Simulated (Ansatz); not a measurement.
C₃H₇NSi (`C=C1[SiH2]N1C`). The species carries charge 0 and has multiplicity 1.

Z-matrix (Å, degrees):
```
Si
C 1 1.811
N 1 1.703 2 46.3
H 1 1.483 2 122.9 3 -100.8
H 1 1.483 2 123.0 3 100.7
C 2 1.330 1 161.5 3 179.7
C 3 1.429 1 159.4 2 -179.1
H 6 1.085 2 121.5 1 -179.7
H 6 1.081 2 120.5 1 0.3
H 7 1.096 3 110.9 1 119.1
H 7 1.090 3 110.0 1 -1.0
H 7 1.096 3 110.9 1 -121.0
```

Problem. List the harmonic frequencies (cm⁻¹, unscaled) at PBE0-D4/def2-TZVP in Ansatz. (Best estimate.)

Solution. The calculation gave: 53, 138, 198, 360, 372, 545, 654, 656, 692, 712, 745, 783, 876, 990, 1083, 1130, 1184, 1367, 1429, 1460, 1475, 1498, 1738, 2234, 2242, 3016, 3067, 3136, 3155, 3256.

Problem. Is this a minimum?

Solution. Yes, all 30 modes are real.

Problem. Give the ideal-gas thermochemistry at 298.15 K and 1 bar (rigid rotor, harmonic oscillator; point group Cs, symmetry number 1).

Solution. Zero-point energy 240.7 kJ/mol; H(298) − E = 260.6 kJ/mol; entropy 336.0 J/(mol·K), of which translation 164.3, rotation 109.9, vibration 61.7; G(298) − E = 160.4 kJ/mol. Modes under 100 cm⁻¹ are hindered rotations or soft bends, so the harmonic entropy is rough.
